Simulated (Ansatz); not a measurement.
`CC(C)CS` + `[AlH3]` → `CC(C)[CH2][AlH2]` + H₂S  (formal exchange of groups at a C–S bond)

Program: Ansatz. Geometries: PBE0-D4/def2-TZVP. ΔE: electronic, gas phase. CCSD(T)/CBS is the MP2 limit (def2-TZVPP, def2-QZVPP) plus CCSD(T) − MP2 in def2-TZVPP, frozen cores. This one scheme is used for every species. Functionals use def2-TZVPP. B3LYP here is the variant with VWN-RPA as its local correlation; programs differ in this. One conformer a species, not always the lowest.

```csv
level,ΔE (kJ/mol)
B2PLYP,-37.7
B3LYP,-38.5
SCS-MP2/def2-TZVPP,-34.9
CCSD/def2-TZVPP,-38.6
CCSD(T)/def2-TZVPP,-38.2
MP2/def2-QZVPP,-37.4
MP2/CBS(def2),-37.2
CCSD/CBS(def2),-38.5
```

Question: What does CCSD(T)/CBS give? (An estimate is asked.)

Answer: The calculation gave: -38.1 kJ/mol. The listed levels differ from it by 0.4, -0.4, 3.2, -0.5, -0.1, 0.7, 0.9, -0.4 kJ/mol.

Largest T1 diagnostic among the species: 0.009.

In def2-TZVPP, CCSD(T) changes the Hartree–Fock value by −7.1 kJ/mol (the triples alone add +0.4 kJ/mol) and MP2 by −6.2 kJ/mol.
